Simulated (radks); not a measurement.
Results of a calculation; reference values are marked as such.
The mean radii <r> (bohr) of the occupied orbitals of an atom or ion are listed with their occupations. Level of theory: scalar-relativistic Kohn-Sham, PBE, spin-polarised, spherical densities, finite nucleus; Fermi nuclear charge, rms radius of each element as measured or else 0.836 A^(1/3) + 0.57 fm (a radial shooting solver on a logarithmic mesh with Libxc functionals).

orbital  occ.      <r>
1s up       1  0.03916
1s down     1  0.03916
2s up       1   0.1725
2s down     1   0.1725
2p up       3   0.1503
2p down     3   0.1504
3s up       1   0.4913
3s down     1   0.4911
3p up       3   0.4974
3p down     3   0.4969
3d up       5   0.4953
3d down     5   0.4938
4s up       1    1.257
4s down     1    1.257
4p up       2    1.376
5p up       2    2.982

Name the element and its charge. Open shells, if any, are filled with parallel spins first.

Answer. Z = 38, strontium, charge +4: Sr4+ in [Ar] 3d10 4s2 4p2 5p2. The 1s radius gives Z: for a bare nucleus <r> = (2 gamma + 1)/(2Z) with gamma = sqrt(1 - (Z/c)^2), 0.03844 bohr for Z = 38, and screening makes it slightly larger (0.03916 here). The occupations add up to 34, and the charge is Z minus that.
